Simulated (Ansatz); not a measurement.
## CH$_{2}$O ··· AsH$_{3}$

The pair of CH$_{2}$O (SMILES C=O, atoms 1–4) and AsH$_{3}$ (SMILES [AsH3], atoms 5–8), both closed shells, in one local arrangement (a lower one may exist), relaxed at PBE0-D4/def2-TZVP:

```xyz
8
angstrom
C 0.4733 -0.2229 -1.9687
O 0.3911 0.8119 -1.3727
H 0.2906 -1.1966 -1.4733
H 0.7361 -0.2564 -3.0444
As -0.4113 -0.2713 1.5724
H -0.7837 -0.4140 3.0434
H 0.7154 0.6979 1.8834
H -1.4114 0.8513 1.3598
```

Ansatz 0.2.0; basis: def2-TZVPPD, with def2-QZVPPD for the basis limit; cores frozen in the correlated methods. Filled d shells of the heavier atoms are correlated. The def2 sets are not built for correlating such inner shells, so the correlated values are less sure here. B3LYP uses VWN-RPA correlation. Extrapolation: Hartree–Fock as exp(−7.88 √X), correlation as X^−2.97. Interaction energies count from these two fragments, frozen as in the pair, with the counterpoise correction; negative means bound.

Question: What is the interaction energy by CCSD(T) at an estimated basis limit (MP2 extrapolated from triple and quadruple zeta, plus CCSD(T) − MP2 in triple zeta)? (An estimate is asked for; the value comes from the calculation.)

Answer: By the calculation: -8.4 kJ/mol. Hartree–Fock alone gives -1.0 kJ/mol at the basis limit. It counts from the two fragments frozen as in the pair.

The same quantity by other methods in triple zeta, and each one's difference from that estimate:
| method | E_int (kJ/mol) | difference |
| --- | --- | --- |
| PBE-D4 | -9.3 | -0.9 |
| revPBE-D4 | -8.4 | 0.0 |
| BLYP-D4 | -8.4 | 0.0 |
| r2SCAN-D4 | -8.1 | 0.2 |
| B97M-V | -8.9 | -0.5 |
| PBE0-D4 | -9.0 | -0.6 |
| B3LYP-D4 | -8.9 | -0.6 |
| HSE06-D4 | -9.0 | -0.6 |
| wB97X-V | -8.9 | -0.5 |
| wB97M-V | -8.8 | -0.4 |
| B2PLYP | -4.6 | 3.8 |
| HF | -1.0 | 7.4 |
| MP2 | -7.7 | 0.7 |
| CCSD | -6.0 | 2.4 |
| CCSD(T) | -7.1 | 1.3 |
Differences are method less estimate.

Basis-set superposition shift (counterpoise-corrected less uncorrected): CCSD(T) 2.5; MP2 2.6; HF 0.5; PBE0-D4 0.5; wB97M-V 0.6 kJ/mol.

No T1 diagnostic of these runs exceeds 0.016.

For scale, one of the runs: CCSD(T)/def2-TZVPPD, 216 basis functions, launched by `ansatz run in.yaml --threads 4 --pin off --events-out ev --progress --plain --max-ram 9574MiB`. Hardware: 4 CPU threads of an Arm Neoverse V2, shared host. Wall time 60 s; peak host memory 3.2 GiB.
